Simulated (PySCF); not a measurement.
SMILES C#C/C=C\c1ccco1 (C₈H₆O) (GFN2-xTB optimised geometry):

```
15

C      0.180     2.609     0.005
C      0.935     1.673     0.001
C      1.866     0.622     0.000
C      1.551    -0.684    -0.001
C      0.227    -1.236     0.000
C     -0.161    -2.558     0.000
C     -1.571    -2.558     0.000
C     -1.942    -1.246     0.000
O     -0.870    -0.444     0.000
H     -0.495     3.412     0.006
H      2.906     0.924     0.000
H      2.341    -1.422    -0.001
H      0.485    -3.412     0.000
H     -2.219    -3.410     0.000
H     -2.906    -0.776     0.000
```

Method: PBE0/def2-TZVP run with PySCF.

Task: What are the frontier orbital energies and the dipole moment?

Result: HOMO-2 -7.83 eV, HOMO-1 -7.73 eV, HOMO -5.99 eV, LUMO -1.47 eV, LUMO+1 0.94 eV; dipole moment 1.45 D.

Meta-Löwdin charges at PBE0/def2-TZVP: C1 -0.21, C2 -0.02, C3 -0.15, C4 -0.12, C5 0.16, C6 -0.18, C7 -0.19, C8 0.05, O9 -0.21, H10 0.17, H11 0.14, H12 0.14, H13 0.14, H14 0.14, H15 0.14.
